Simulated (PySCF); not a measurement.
## Structure revision by computed shifts

A compound C5H8OSi gives the data below (simulated from a calculation) and was assigned the structure `C=C1C=CCO[SiH2]1`.

$^{13}$C{$^{1}$H} NMR (computed): δ 154.0 (C), 148.6 (C), 130.0 (CH2), 107.2 (CH2), 77.4 (CH2).

$^{1}$H NMR (500 MHz, computed): δ 6.86 (br s, 1H), 5.95 (br s, 1H), 5.95 (br s, 1H), 5.34 (s, 2H), 5.22 (br s, 1H), 5.12 (s, 2H).

PySCF 2.14.0 with density-fitted response routines calculation with PBE0/pcSseg-1 with gauge-including orbitals and geometry: GFN2-xTB; relativity neglected, gas phase, equivalent nuclei averaged, single conformer.

Chemical shifts δ = σref − σ; $^{1}$H (31.72 ppm), $^{13}$C (186.93 ppm) vs TMS, all at this level.

Q: Compare with the shifts computed for the proposed structure, pairing carbons in order of shift.

A: Numbering as in the mapped SMILES `[CH2:1]=[C:2]1[CH:3]=[CH:4][CH2:5][O:6][SiH2:7]1`. Hydrogens are named by the atom that carries them.

```
atom  computed for proposal  given list  difference
  C2                  143.3       154.0       -10.7
  C3                  138.7       148.6        -9.9
  C4                  137.9       130.0        +7.9
  C1                  133.0       107.2       +25.8
  C5                   67.2        77.4       -10.2
```

The rms difference is 14.5 ppm and the largest +25.8 ppm at C1 (terminal =CH2 carbon). The carbon types in order of shift don't match either: C, CH, CH, CH2, CH2 for the proposal against C, C, CH2, CH2, CH2 in the data. The proposal doesn't fit.

Q: Which isomer fits?

A: SMILES C=C1CO[SiH2]C1=C.

1. Carbon types of the structure: 2 × C, 3 × CH2, leaving 2 H on heteroatoms.
2. δC 154.0, 148.6: fully substituted alkene carbon; an sp2 carbon of a C=C bond.
3. δC 130.0, 107.2: terminal =CH2 carbon; the olefinic region.
4. δC 77.4: allylic sp3 CH2 bonded to O; deshielded by the electronegative neighbour.
5. δH 6.86, 5.95, 5.95, 5.22: hydrogen on a terminal =CH2 carbon; a vinylic proton, deshielded by the sp2 carbon and the C=C anisotropy.

Other isomers checked: C=C1CC=C[SiH2]O1 (rms 18.6 ppm); COC1=C[SiH2]C=C1 (rms 19.0 ppm).

The shifts were computed for this structure.

Shifts are as computed. Against solution values, carbons near 30 ppm lie about +3 ppm off and those near 130 ppm about +5 ppm. Of 1309 compounds with measured shifts, 239 miss one by over three times the rms of a fit or turn the order of signals round; such compounds aren't used in these exercises. Multiplicities follow the n + 1 count of equivalent neighbours, as no J values were calculated; m marks all less simple cases, F and P coupling included.
